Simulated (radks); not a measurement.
Question: Ce, configuration [Xe] 4f1 5d1 6s1 7s1 (not the ground configuration). All-electron calculation, scalar-relativistic Kohn-Sham, MS2 meta-GGA, spin-unpolarised, spherical densities, finite nucleus; meta-GGA in the generalised Kohn-Sham scheme; Fermi nuclear charge, rms radius 4.8771 fm. Program: a radial shooting solver on a logarithmic mesh with Libxc functionals. Some entries of the table are withheld. Estimate them.

| orbital | occ. | eigenvalue (eV) | <r> (bohr) | <r^2> (bohr^2) |
|---|---|---|---|---|
| 1s | 2 | -40307.80 | 0.02456 | 0.0008203 |
| 2s | 2 | -6463.922 | 0.1051 | 0.01304 |
| 2p | 6 | -5784.021 | 0.09237 | 0.01041 |
| 3s | 2 | -1399.798 | (1) | 0.08832 |
| 3p | 6 | -1182.311 | 0.2764 | 0.08855 |
| 3d | 10 | -875.0998 | 0.2537 | 0.07584 |
| 4s | 2 | -287.8942 | 0.6367 | 0.4568 |
| 4p | 6 | -216.6509 | 0.6740 | 0.5159 |
| 4d | 10 | -114.2790 | 0.7439 | 0.6414 |
| 5s | 2 | -44.1122 | 1.526 | 2.609 |
| 5p | 6 | (2) | 1.755 | 3.482 |
| 4f | 1 | -7.9332 | 1.109 | 1.632 |
| 5d | 1 | -5.6702 | 2.739 | 8.874 |
| 6s | 1 | -5.5968 | 4.107 | 19.01 |
| 6p | 0 | -2.8092 | 5.468 | 34.60 |
| 7s | 1 | -1.2919 | 10.53 | 121.9 |
| 6d | 0 | -0.5794 | (3) | 143.4 |

Answer: 
(1) 3s <r> (bohr): 0.2780
(2) 5p eigenvalue (eV): -26.6598
(3) 6d <r> (bohr): 11.32
